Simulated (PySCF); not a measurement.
**Bond length, frequency and bond energy of SiBr by level of theory**

State: ²Π (doublet), unpaired electrons π ↑. Set-up: Si 6-31G(d,p), Br 6-31G(d,p); no relativity (PySCF 2.14). De refers to Si + Br in their high-spin ground configurations, without counterpoise correction. The functionals are run spin-unrestricted. A positive dipole means Si(−)Br(+).

```tsv
Level	Re (Å)	ωe (cm⁻¹)	De (eV)	μ (D)	CPU s a point (SCF and correlation, without the integrals)
UHF	2.257	418	2.45	-1.70	0.12
UHF-MP2	2.242	428	3.47	n/a	0.2
UHF-SCS-MP2	2.250	421	3.35	n/a	n/a
UHF-CCSD	2.250	422	3.29	n/a	n/a
UHF-CCSD(T)	2.252	420	3.39	n/a	4
PBE	2.262	407	3.98	-0.84	0.63
PW91	2.262	407	4.01	-0.85	0.84
r²SCAN	2.246	418	3.89	-0.87	0.89
r²SCANh	2.241	423	3.83	-0.94	0.96
PBE0	2.241	424	3.81	-1.02	1
M06	2.244	420	3.78	-1.05	1
CAM-B3LYP	2.245	421	3.67	-1.21	1.6
```

The bond length runs from 2.241 Å (r²SCANh) to 2.262 Å (PBE). De spans 2.45 eV (UHF, mean field) to 4.01 eV (PW91, GGA). Correlation at CCSD(T) changes the Hartree–Fock bond energy by +0.94 eV; the triples alone change it by +0.10 eV.

Correlated steps freeze 14 core orbitals. Correlated levels converge slowly with the basis: in double zeta they bind strong bonds too weakly, by up to about 1 eV, and carry superposition errors of some tenths. Spin–orbit coupling is left out. The state is the lowest determinant that a PBE0 search found; another state may lie lower at other levels.

The whole job (state search and all levels along the bond) took about 2.3 min on 1 thread of Arm Neoverse V2 (shared host), peak memory 0.55 GiB.
